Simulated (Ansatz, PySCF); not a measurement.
The PySCF input:
```python
from pyscf import gto, scf, mp

mol = gto.Mole()
mol.atom = '''
    C    -0.70110000    1.79570000    1.70080000
    Si   -0.39230000    0.79900000    0.17710000
    C    -1.83130000   -0.40600000   -0.17100000
    C    -1.22390000   -1.51280000   -1.04290000
    Si    0.59720000   -1.66000000   -0.52690000
    N     0.96340000   -0.22970000    0.33080000
    Si    2.38630000    0.48470000   -0.21760000
    H    -0.81840000    1.15370000    2.57950000
    H     0.12330000    2.48700000    1.90130000
    H    -1.61410000    2.39090000    1.60140000
    H    -0.25300000    1.67020000   -1.01530000
    H    -2.18590000   -0.81870000    0.78100000
    H    -2.67300000    0.08530000   -0.66830000
    H    -1.26560000   -1.22610000   -2.10080000
    H    -1.76660000   -2.45600000   -0.92820000
    H     1.43940000   -1.86550000   -1.73020000
    H     0.75930000   -2.79140000    0.41300000
    H     2.29420000    0.82720000   -1.65840000
    H     3.51960000   -0.44340000    0.00710000
    H     2.64250000    1.71600000    0.56750000
'''
mol.basis = 'sto-3g'
mol.verbose = 4
mol.build()

mf = scf.RHF(mol)
mf.kernel()

pt = mp.MP2(mf, frozen=19)
pt.kernel()
print('E(MP2) = %.10f' % pt.e_tot)
```

### Question
Give the equivalent Ansatz (an electronic-structure program) input.

### Answer
This is not unique; one that fits is 
Ansatz 0.2 input:
```yaml
crystal:
  periodic: [false, false, false]
  atoms:
    - {symbol: C, position_ang: [-0.70110000, 1.79570000, 1.70080000]}
    - {symbol: Si, position_ang: [-0.39230000, 0.79900000, 0.17710000]}
    - {symbol: C, position_ang: [-1.83130000, -0.40600000, -0.17100000]}
    - {symbol: C, position_ang: [-1.22390000, -1.51280000, -1.04290000]}
    - {symbol: Si, position_ang: [0.59720000, -1.66000000, -0.52690000]}
    - {symbol: N, position_ang: [0.96340000, -0.22970000, 0.33080000]}
    - {symbol: Si, position_ang: [2.38630000, 0.48470000, -0.21760000]}
    - {symbol: H, position_ang: [-0.81840000, 1.15370000, 2.57950000]}
    - {symbol: H, position_ang: [0.12330000, 2.48700000, 1.90130000]}
    - {symbol: H, position_ang: [-1.61410000, 2.39090000, 1.60140000]}
    - {symbol: H, position_ang: [-0.25300000, 1.67020000, -1.01530000]}
    - {symbol: H, position_ang: [-2.18590000, -0.81870000, 0.78100000]}
    - {symbol: H, position_ang: [-2.67300000, 0.08530000, -0.66830000]}
    - {symbol: H, position_ang: [-1.26560000, -1.22610000, -2.10080000]}
    - {symbol: H, position_ang: [-1.76660000, -2.45600000, -0.92820000]}
    - {symbol: H, position_ang: [1.43940000, -1.86550000, -1.73020000]}
    - {symbol: H, position_ang: [0.75930000, -2.79140000, 0.41300000]}
    - {symbol: H, position_ang: [2.29420000, 0.82720000, -1.65840000]}
    - {symbol: H, position_ang: [3.51960000, -0.44340000, 0.00710000]}
    - {symbol: H, position_ang: [2.64250000, 1.71600000, 0.56750000]}
basis:
  gaussian:
    orbitals: STO-3G
magnetization: {spin_polarized: false}
correlation: {method: mp2, electrons: outside_noble_gas}
accuracy: high
```

Both were run: PySCF gave -1030.771722 Eh and Ansatz -1030.771722 Eh, 0.000 mEh apart.
